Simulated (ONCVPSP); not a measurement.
# Ranking ONCV potentials for Os (Z = 76)

All share these settings but for the change named:

ONCVPSP 4.0.1 input, shortened (lines: element, Z, core and valence counts, functional; n l f; lmax; l rc ep ncon nbas qcut; lloc lpopt rc5 dvloc0; l nproj debl; icmod fcfact rcfact), PBE, fully relativistic:

```
  Os 76.00   10    5        4      upf
    1    0    2.00
    2    0    2.00
    2    1    6.00
    3    0    2.00
    3    1    6.00
    3    2   10.00
    4    0    2.00
    4    1    6.00
    4    2   10.00
    4    3   14.00
    5    0    2.00
    5    1    6.00
    5    2    6.00
    6    0    1.50
    6    1    0.50
    2
    0    1.40    0.00    3    6    6.60
    1    1.50    0.00    4    7   10.40
    2    2.05    0.00    3    8    7.90
    4    5    1.25    0.00
    0    2    1.30
    1    2    2.50
    2    2    1.20
    3    2.25    1.40
```

Open shells are filled in proportion to 2j + 1.

Test errors are all-electron minus pseudo excitation energies from the reference, over 5s2 5p6 5d6 6s2 6p0; 5s2 5p6 5d6 6s1 6p0; 5s2 5p6 5d6 6s0 6p0; 5s2 5p6 5d6 6s1.5 6p0. None of these files shows a bound ghost.

The base gives 1.0 meV.

Of 10 variants that were run, those that failed, showed a ghost or another fault, or gave nearly equal values are left out.

A variant can come out equal or close to the base, since the largest error may sit in a test that the change hardly touches while other tests move.

(1) Rank these variants by their largest absolute test error, smallest first.
A. core correction Teter function, fcfact 4.3, rcfact 1.4
B. s: qcut 8.3
C. core correction Teter function fitted to the true core (icmod 2), fcfact 0.55
D. core correction Teter function, fcfact 2.25, rcfact 1.66
E. p: rc 1.42

## Answers

(1) C (0.5 meV), E (1.0 meV), B (1.3 meV), A (2.2 meV), D (7.5 meV).
